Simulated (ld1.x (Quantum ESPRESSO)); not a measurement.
# How hard is this antimony (Sb) PAW potential?

ld1.x (Quantum ESPRESSO) 7.5 input, shortened:

```
&input
   title='Sb', zed=51., rel=1, dft='PZ', iswitch=3,
   config='[Kr] 4d10 5s1.5 5p3.5'
 /
 &inputp
   pseudotype=3, lpaw=.true., tm=.true., lloc=-1, rcloc=2.00,
   nlcc=.true., new_core_ps=.true.,
   which_augfun='PSQ', rmatch_augfun_nc=.true.
 /
6
5S  1  0   1.50   0.00  1.80  1.95  0.0
5S  1  0   0.00   0.80  1.80  1.95  0.0
5P  2  1   3.50   0.00  2.30  2.40  0.0
5P  2  1   0.00   4.90  2.30  2.40  0.0
4D  3  2  10.00   0.00  0.90  1.15  0.0
4D  3  2   0.00  -1.45  0.90  1.15  0.0
 &test
   configts(1)='4d10 5s1.5 5p3.5'
 /
```

The pseudo-atom Hamiltonian at the reference potential is diagonalised in spherical Bessel functions j_l(qr) that vanish at 20 bohr, with q² up to the cutoff. All-electron valence levels (Ry): 5s -0.9921, 5p -0.3887, 4d -2.5177.

Problem. How do the lowest levels (Ry) of each channel move with the cutoff, and are there ghosts?

Solution.

```csv
cutoff (Ry),s #1,s #2,p #1,d #1,f #1,Σ f·Δε (mRy)
8,-0.9882,-0.0374,-0.3878,-0.1024,0.1113,24162.3
15,-0.9918,-0.0381,-0.3887,-0.5067,0.1113,20111.5
30,-0.9921,-0.0381,-0.3887,-1.5983,0.1113,9194.4
45,-0.9922,-0.0381,-0.3887,-2.2778,0.1113,2399.7
70,-0.9922,-0.0381,-0.3887,-2.5107,0.1113,70.7
100,-0.9922,-0.0381,-0.3887,-2.5165,0.1113,12.2
160,-0.9922,-0.0381,-0.3887,-2.5176,0.1113,1.3
230,-0.9922,-0.0381,-0.3887,-2.5177,0.1113,0.2
400,-0.9922,-0.0381,-0.3887,-2.5177,0.1113,0.0
```

Result: no extra level below or beside the all-electron valence levels (s, p, d, f tested); 10 mRy is reached at 110 Ry and 1 mRy at 180 Ry.
